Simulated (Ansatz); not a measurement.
Relaxation of C2H4F2OSi (10 atoms, charge 0, multiplicity 1), to a largest force component of 0.015 eV/Å in at most 40 steps.

Theory: RKS B3LYP/def2-SVP (Ansatz 0.2.0).

```xyz
10
Properties=species:S:1:pos:R:3:forces:R:3
O 1.215 -0.104 -1.328 -3.14 1.80 0.25
C 0.345 -0.123 -0.217 1.74 -0.28 -2.03
C 0.673 -0.870 0.817 2.93 -1.52 0.43
F 1.928 -1.566 0.811 -1.97 1.07 -0.26
Si -1.227 0.858 -0.244 0.16 1.12 0.00
F -1.961 0.623 1.180 -0.09 -0.26 0.40
H 1.969 -0.626 -1.164 1.58 -1.28 0.72
H 0.211 -0.995 1.756 -0.89 -0.10 1.13
H -0.943 2.335 -0.314 -0.01 -0.37 -0.15
H -2.127 0.417 -1.295 -0.32 -0.18 -0.49
```

Task: Where does it end, and by what steps?

Result: It converged. After 7 steps the energy has fallen by 0.316 eV; O1 moved furthest, 0.09 Å.

```csv
step,energy less start (eV),largest force component (eV/Å),accepted
0,0.0000,3.142,yes
1,-0.2376,1.374,yes
2,-0.2877,0.682,yes
3,-0.3067,0.244,yes
4,-0.3102,0.269,yes
5,-0.3152,0.072,yes
6,-0.3161,0.030,yes
7,-0.3161,0.007,yes
```

```xyz
10
Properties=species:S:1:pos:R:3
O 1.149 -0.042 -1.332
C 0.385 -0.136 -0.205
C 0.730 -0.881 0.855
F 1.885 -1.586 0.834
Si -1.203 0.861 -0.232
F -1.932 0.591 1.202
H 1.941 -0.591 -1.216
H 0.153 -0.986 1.774
H -0.921 2.314 -0.358
H -2.104 0.404 -1.320
```

Time of the run: 24 s on 2 threads of Arm Neoverse V2, with other jobs on the host, peak memory 0.23 GiB.
